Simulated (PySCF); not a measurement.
A run for PySCF: R-HF/STO-3G on AlH2I (SMILES [AlH2][I]), a point of a bond scan (R = 2.749 Å).

```python
from pyscf import gto, scf, dft, mp
from pyscf.data.elements import chemcore

mol = gto.M(
    atom='''
    Al   -1.02948799   -1.59301317    0.26750098
    H    -0.13670817   -3.39692738    2.13945655
    H    -2.32698290   -1.78051460   -0.59760769
    I     0.30621990    0.47383976   -0.07956783
    ''',
    basis='sto-3g',
    charge=0, spin=0, verbose=3, max_memory=1800)
mf = scf.RHF(mol)
mf.conv_tol = 1e-8
mf.max_cycle = 100
mf.kernel()
if not mf.converged:
    mf = mf.newton().run(mf.mo_coeff, mf.mo_occ)
```

**Question.** What total energy does the run end on?

**Answer.** -7090.6864 hartree.
